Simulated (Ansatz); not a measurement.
`[CH3][Sn]([Cl])([Cl])[Cl]`. The species carries charge 0 and has multiplicity 1. Sn: def2 effective core potential. The geometry is a stationary point of PBE0-D4/def2-TZVP.

```xyz
8

C     0.193    1.230    0.133
Sn   -0.133   -0.846   -0.091
Cl    1.820   -2.058    0.127
Cl   -1.607   -1.667    1.485
Cl   -1.013   -1.366   -2.162
H     0.590    1.411    1.130
H     0.907    1.551   -0.625
H    -0.757    1.745    0.002
```

Task: What is the dipole moment at r2SCAN/def2-TZVPP? (Estimate.)

Result: Ansatz gave: 3.41 D, with components (0.53, 3.35, 0.36) D in this frame, pointing from negative to positive charge.

Task: And with PBE, B3LYP, ωB97M-V? (Best estimate.)

Result: Ansatz gave: PBE 3.29 D, B3LYP 3.36 D, ωB97M-V 3.32 D.

Task: Give the Mulliken charges with r2SCAN, B3LYP, ωB97M-V in def2-TZVPP. (Estimate.)

Result: Computed: 
| atom | r2SCAN | B3LYP | ωB97M-V |
| --- | --- | --- | --- |
| C1 | -0.46 | -0.55 | -0.58 |
| Sn2 | 1.10 | 1.11 | 0.99 |
| Cl3 | -0.34 | -0.34 | -0.30 |
| Cl4 | -0.34 | -0.34 | -0.30 |
| Cl5 | -0.34 | -0.34 | -0.30 |
| H6 | 0.13 | 0.15 | 0.17 |
| H7 | 0.13 | 0.15 | 0.17 |
| H8 | 0.13 | 0.15 | 0.17 |

B3LYP here is the variant with VWN-RPA as its local correlation; programs differ in this.
